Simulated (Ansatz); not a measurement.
The cluster Zn2Se2⁻. The state is a quartet with charge -1. Geometry PBE-D4/def2-SVPD; atoms count from 1.

```xyz
4

Zn    0.2069    0.2969    1.6004
Zn    0.1368    0.4480   -1.5725
Se    1.3995   -1.0949   -0.0830
Se   -1.7432    0.3500    0.0552
```

At PBE0-D4/def2-TZVPD a doublet of charge -1 lies 1.71 eV below the quartet, each at its own geometry. The structure comes from a short search, and lower isomers may exist.

**Question.** Estimate the Mulliken populations from the PBE0/def2-TZVPD orbitals of Ansatz.

**Answer.** 
```
atom  charge (e)  spin (α − β)  d electrons
 Zn1       -0.07          0.79        10.05
 Zn2       -0.07          0.79        10.05
 Se3       -0.43          0.71            –
 Se4       -0.43          0.71            –
```
Mulliken values and Mayer orders depend strongly on the basis. With diffuse functions, as here, like atoms can get unlike values, and bond orders can come out too low or too high.

**Question.** Where does the spin sit?

**Answer.** Summed by element: Zn 1.59, Se 1.41, of 3 unpaired in all. Largest on single atoms: Zn1 0.79, Zn2 0.79, Se3 0.71.

**Question.** And the Mayer bond orders between bonded heavy atoms (over 0.3)?

**Answer.** Zn1–Se3 0.75 (2.49 Å); Zn1–Se4 0.75 (2.49 Å); Zn2–Se3 0.75 (2.49 Å); Zn2–Se4 0.75 (2.49 Å). Values over 0.3 also appear between atoms too far apart for a bond (Se3–Se4 0.32 at 3.46 Å); they arise where an orbital or an unpaired electron spreads over both atoms.
